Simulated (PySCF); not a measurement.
Si(OMe)4 (C4H12O4Si), SMILES CO[Si](OC)(OC)OC.

Geometry optimised at PBE0-D3(BJ)/def2-SVP. The isomer is the one that the SMILES or the coordinates give; other isomers of the formula were not compared. One conformer was computed; it need not be the lowest.

These are PySCF with HF/def2-SVP values and carry that method's errors.

Symmetry labels are those of the subgroup C2 that the program uses (full group S4).

List the valence orbital energies around the gap with their symmetry. (The exact figures need the calculation; the answer reports its results.)


| orbital | symmetry | energy (eV) |
|---|---|---|
| HOMO−7 | A | -13.37 |
| HOMO−6 | A | -13.28 |
| HOMO−5 | B | -12.85 |
| HOMO−4 | B | -12.85 |
| HOMO−3 | A | -12.54 |
| HOMO−2 | A | -12.40 |
| HOMO−1 | B | -12.06 |
| HOMO | B | -12.06 |
| LUMO | A | 4.79 |
| LUMO+1 | A | 5.36 |
| LUMO+2 | B | 5.58 |
| LUMO+3 | B | 5.58 |
